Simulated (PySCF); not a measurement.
Isomers of C4H6ClFSi, one GFN2-xTB conformer each. Single-point energies are computed at PBE0/pcSseg-1 (PySCF, gas phase, no added dispersion term), electronic only.

```json
{"SMILES": "C#CC[SiH2][C@@H](F)Cl", "GFN2-xTB relative energy (kJ/mol)": "328.5"}
{"SMILES": "CC#C[Si@](C)(F)Cl", "GFN2-xTB relative energy (kJ/mol)": "0.0"}
{"SMILES": "FC1=C(Cl)C[SiH2]C1", "GFN2-xTB relative energy (kJ/mol)": "149.8"}
```

Conformers: `[CH:1]#[C:2][CH2:3][SiH2:4][C@@H:5]([F:6])[Cl:7]` with C2–C3–Si4–C5 62°, C3–Si4–C5–F6 61°.

**Question.** What does PBE0/pcSseg-1 give for the same structures?

**Answer.** 
```tsv
SMILES	PBE0/pcSseg-1 E (Eh)	PBE0/pcSseg-1 (kJ/mol)	GFN2-xTB (kJ/mol)	point group
CC#C[Si@](C)(F)Cl	-1005.04306	0.0	0.0	C1
FC1=C(Cl)C[SiH2]C1	-1004.94518	257.0	149.8	Cs
C#CC[SiH2][C@@H](F)Cl	-1004.87646	437.4	328.5	C1
```

Both levels put the same isomer lowest; measured from each level's own lowest isomer, the values differ by up to 108.9 kJ/mol (C#CC[SiH2][C@@H](F)Cl: 328.5 against 437.4). As drawn, the lowest has an Si–F bond, which the highest lacks.

**Question.** Which frontier levels, dipoles and rotational constants go with these structures?

**Answer.** 
```tsv
SMILES	HOMO (eV, PBE0/pcSseg-1)	LUMO (eV)	dipole (D)	A, B, C (MHz)
CC#C[Si@](C)(F)Cl	-8.12	-0.19	3.31	2440, 962.5, 855.7
FC1=C(Cl)C[SiH2]C1	-6.95	0.32	3.00	2820, 1350, 933.4
C#CC[SiH2][C@@H](F)Cl	-7.75	0.29	2.19	3115, 887.0, 848.3
```
